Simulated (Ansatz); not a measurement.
Gas-phase electronic energies from Ansatz, PBE0-D4/def2-TZVP geometries. CCSD(T)/CBS is the MP2 limit (def2-TZVPP, def2-QZVPP) plus CCSD(T) − MP2 in def2-TZVPP, frozen cores. This one scheme is used for every species. Functionals use def2-TZVPP. B3LYP here is the variant with VWN-RPA as its local correlation; programs differ in this. One conformer a species, not always the lowest.

Reaction (hydrogenolysis of the Si–O bond): `C[SiH](O)O[SiH](O)O` + H₂ → `C[SiH](O)O[SiH2]O` + H₂O

`C[SiH](O)O[SiH](O)O`:

Cartesian coordinates in Å:
```
C 0.398 2.505 0.904
Si 0.783 0.740 0.521
O 0.668 -0.132 1.902
O -0.301 0.161 -0.585
Si -0.926 -1.277 -0.976
O -0.507 -2.313 0.229
O -0.305 -1.920 -2.345
H 1.102 2.898 1.641
H -0.612 2.599 1.311
H 0.468 3.120 0.003
H 2.133 0.599 -0.087
H 0.490 -1.070 1.775
H -2.390 -1.125 -1.106
H -0.439 -3.241 0.000
H -0.562 -1.543 -3.187
```

H₂:

Cartesian coordinates in Å:
```
H 0.024 0.322 0.186
H -0.024 -0.322 -0.186
```

`C[SiH](O)O[SiH2]O`:

```xyz
14

C     0.190    1.078    2.208
Si    0.543    0.696    0.437
O     1.632   -0.532    0.393
O    -0.840    0.242   -0.338
Si   -1.211   -0.946   -1.387
O     0.129   -1.392   -2.245
H    -0.201    0.197    2.721
H    -0.546    1.881    2.289
H     1.102    1.397    2.720
H     1.061    1.883   -0.293
H     1.762   -0.955   -0.460
H    -1.644   -2.156   -0.656
H    -2.261   -0.444   -2.307
H     0.285   -0.949   -3.080
```

H₂O:

Cartesian coordinates in Å:
```
O 0.280 0.258 0.082
H 0.314 -0.695 0.190
H -0.594 0.437 -0.272
```

```tsv
level	ΔE (kJ/mol)	difference from CCSD(T)/CBS
PBE-D4	99.3	-4.9
r2SCAN-D4	111.9	7.7
PBE0-D4	100.1	-4.1
B3LYP-D4	106.0	1.8
ωB97X-V	104.1	-0.1
ωB97M-V	107.0	2.8
B2PLYP	104.8	0.6
PBE	95.8	-8.4
r2SCAN	110.9	6.7
PBE0	97.1	-7.1
B3LYP	100.4	-3.8
HF/def2-TZVPP	99.8	-4.4
MP2/def2-TZVPP	108.9	4.7
SCS-MP2/def2-TZVPP	105.2	1.0
CCSD/def2-TZVPP	102.4	-1.8
CCSD(T)/def2-TZVPP	104.4	0.2
HF/def2-QZVPP	100.4	-3.8
MP2/def2-QZVPP	109.1	4.9
SCS-MP2/def2-QZVPP	105.4	1.2
HF/CBS(def2)	100.5	-3.7
MP2/CBS(def2)	108.8	4.6
CCSD/CBS(def2)	102.2	-2.0
CCSD(T)/CBS	104.2	0
```

Largest T1 diagnostic among the species: 0.011.

The D4 term adds +5.6 kJ/mol with B3LYP and +3.0 kJ/mol with PBE0; it sums over pairs of atoms, weighted by their polarisabilities, and B3LYP, whose exchange is more repulsive, gets the larger term. In def2-TZVPP, CCSD(T) changes the Hartree–Fock value by +4.5 kJ/mol (the triples alone add +2.0 kJ/mol) and MP2 by +9.1 kJ/mol.
